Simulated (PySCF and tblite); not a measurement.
The numbers below are computed, except where a source is named.
## Rotation: stationary points, barriers and rates

System: C6H9F, numbered as in [CH2:1]=[CH:2][C@H:3]([F:4])[CH:5]1[CH2:6][CH2:7]1.

Motion: rotation about the C3–C5 bond (torsion C2–C3–C5–C6 from -153° to -49°, rising). Geometries: GFN2-xTB; energies: PBE0/pcSseg-1 + D3(BJ); zero-point and thermal terms from GFN2-xTB harmonic modes (soft modes blended into free rotors). Rates follow Eyring's equation with the number of equivalent paths and no tunnelling. Run with tblite and PySCF.

| point | symmetry | E(GFN2) kcal/mol | E(DFT) kcal/mol | ZPE change kcal/mol | lowest mode cm⁻¹ | dipole D |
| --- | --- | --- | --- | --- | --- | --- |
| start | C1 | 0.0 | 0.0 | 0.00 | 50 | 1.94 |
| saddle | C1 | 1.4 | 3.2 | 0.00 | 54i | 1.86 |
| end | C1 | 0.7 | 0.5 | 0.11 | 53 | 1.89 |

- Electronic barrier: 3.2 kcal/mol
- Barrier with zero-point energy: 3.2 kcal/mol
- ΔH‡ (298 K): 2.6 kcal/mol
- ΔS‡ (298 K, symmetry apart): -4.2 cal/(mol K)
- Paths: 1 equivalent path
- End point: a different minimum
- Mean lifetime of the start against this motion at 298 K: 110 ps
- Cost: 2.2 min on 1 thread of Arm Neoverse N1, shared host (rough), peak memory 0.85 GiB, launched as `OMP_NUM_THREADS=1 python ens_run.py task.json out`

| T/K | ΔG‡ kcal/mol | k s⁻¹ | ΔG kcal/mol | k back s⁻¹ |
| --- | --- | --- | --- | --- |
| 150 | 3.4 | 3.1×10⁷ | 0.7 | 3.2×10⁸ |
| 200 | 3.6 | 5.4×10⁸ | 0.7 | 3.3×10⁹ |
| 250 | 3.7 | 3×10⁹ | 0.8 | 1.4×10¹⁰ |
| 298 | 3.9 | 9.4×10⁹ | 0.8 | 3.5×10¹⁰ |
| 350 | 4.0 | 2.3×10¹⁰ | 0.8 | 7.2×10¹⁰ |
| 400 | 4.2 | 4.3×10¹⁰ | 0.8 | 1.2×10¹¹ |
| 500 | 4.5 | 1.1×10¹¹ | 0.9 | 2.6×10¹¹ |

ΔG and ΔG‡ leave out symmetry numbers and mirror images; rates count paths: 1 out, 1 back.
